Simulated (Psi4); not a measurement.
Pair of molecules, SMILES F with SMILES FC(F)F (the first has 2 atoms); geometry from B3LYP-D3(BJ)/def2-TZVP, rigid monomers moved along the line of their centres of mass till H2···F3 is 2.84 Å.
(charge 0, multiplicity 1):
```tsv
atom	x (Å)	y (Å)	z (Å)
F	0.2502	0.2326	-0.1442
H	-0.0247	0.9142	0.4229
F	-0.2100	1.1013	3.2507
C	0.1743	-0.0738	3.8155
F	-0.8656	-0.5570	4.4988
F	1.1680	0.1889	4.6669
H	0.4924	-0.7670	3.0382
```

Level of theory: SAPT0/jun-cc-pV(D+d)Z in Psi4 1.11.

**Question.** Which attractive term is largest, and how does the interaction split up?

**Answer.** electrostatics -1.40, exchange 0.15, induction -0.12, dispersion -0.18, total -1.53 kcal/mol; the largest attraction is electrostatics.
